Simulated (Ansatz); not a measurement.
`CC(O)SP` + `O[SiH2]O` → `O[SiH2]OP` + `CC(O)S`  (ligand exchange at a P–S bond)

Program: Ansatz. Geometries: PBE0-D4/def2-TZVP. ΔE: electronic, gas phase. CCSD(T)/CBS adds triple-zeta CCSD(T) − MP2 to the extrapolated MP2 energy (def2 sets, frozen cores). DFT in def2-TZVPP. B3LYP here is the variant with VWN-RPA as its local correlation; programs differ in this. Each species was taken in one conformer, which may not be the lowest.

```tsv
level	ΔE (kJ/mol)
PBE-D4	52.8
CAM-B3LYP-D4	31.1
PBE-QIDH	43.7
B3LYP	35.0
r2SCANh	45.3
CAM-B3LYP	29.4
SCS-MP2/def2-QZVPP	35.1
CCSD/CBS(def2)	35.3
```

**Question.** What does CCSD(T)/CBS give? (Estimate.)

**Answer.** Ansatz gave: +39.8 kJ/mol. The listed levels differ from it by 13.0, -8.7, 3.9, -4.8, 5.5, -10.4, -4.7, -4.5 kJ/mol.

**Question.** What do rigid-rotor, harmonic-oscillator terms from PBE0-D4/def2-TZVP frequencies (298.15 K, 1 bar) make of the CCSD(T)/CBS value? (Estimate.)

**Answer.** Ansatz gave: ΔZPE = -6.2 kJ/mol, ΔH = +34.4 kJ/mol, ΔS = 23 J/(mol·K), ΔG = +27.5 kJ/mol. Modes under 50 cm⁻¹ make the entropy rough.

Largest T1 diagnostic among the species: 0.013.

From BLYP to BHLYP (50 % exact exchange), in def2-TZVPP and without D4, ΔE moves by −8.5 kJ/mol. Leaving LDA and LC-ωPBE aside and taking each functional with its dispersion term where it has one, the values, not all of them listed here, spread over 22.8 kJ/mol, from CAM-B3LYP-D4 to revPBE-D4. In def2-TZVPP, CCSD(T) changes the Hartree–Fock value by +18.7 kJ/mol (the triples alone add +4.5 kJ/mol) and MP2 by +25.1 kJ/mol.

CCSD(T)/CBS has its own doubt, a few kJ/mol and more with outer-core shells, so smaller differences from it don't rank the levels.
